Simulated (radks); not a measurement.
Task: Ionisation ladder of antimony, from Sb I to Sb XXII. Each ion is in the ground configuration listed by NIST, and IE = E(next ion) - E(this ion). Calculated with a radial shooting solver on a logarithmic mesh with Libxc functionals: Dirac Kohn-Sham, PBE, spin-unpolarised, spherical densities, point nucleus; open shells are shared between the two j in proportion to 2j + 1.

species       configuration  IE, Delta-SCF (eV)  <r> HOMO (bohr)
Sb I      [Kr] 4d10 5s2 5p3               8.334             2.97
Sb II     [Kr] 4d10 5s2 5p2                   ?             2.70
Sb III    [Kr] 4d10 5s2 5p1              24.440             2.52
Sb IV         [Kr] 4d10 5s2              44.292             2.02
Sb V          [Kr] 4d10 5s1              55.419             1.95
Sb VI             [Kr] 4d10              99.792             1.01
Sb VII             [Kr] 4d9              120.75            0.979
Sb VIII            [Kr] 4d8              142.62            0.954
Sb IX              [Kr] 4d7              165.37            0.931
Sb X               [Kr] 4d6              188.93            0.910
Sb XI              [Kr] 4d5              213.27            0.891
Sb XII             [Kr] 4d4                   ?            0.873
Sb XIII            [Kr] 4d3              264.15            0.856
Sb XIV             [Kr] 4d2              290.64            0.840
Sb XV              [Kr] 4d1              317.80            0.825
Sb XVI                 [Kr]                   ?            0.768
Sb XVII   [Ar] 3d10 4s2 4p5              454.43            0.759
Sb XVIII  [Ar] 3d10 4s2 4p4                   ?            0.750
Sb XIX    [Ar] 3d10 4s2 4p3              515.11            0.741
Sb XX     [Ar] 3d10 4s2 4p2              545.94            0.733
Sb XXI    [Ar] 3d10 4s2 4p1              577.02            0.725
Sb XXII       [Ar] 3d10 4s2              663.54            0.691

Estimate the withheld Delta-SCF values.

Result: Sb II: 15.989 eV (NIST 16.63); Sb XII: 238.35 eV (NIST 238); Sb XVI: 424.67 eV (NIST 420); Sb XVIII: 484.59 eV (NIST 479).

Beside tabulated values, note that spin-unpolarised runs miss the spin-polarisation part of the exchange energy of open shells.
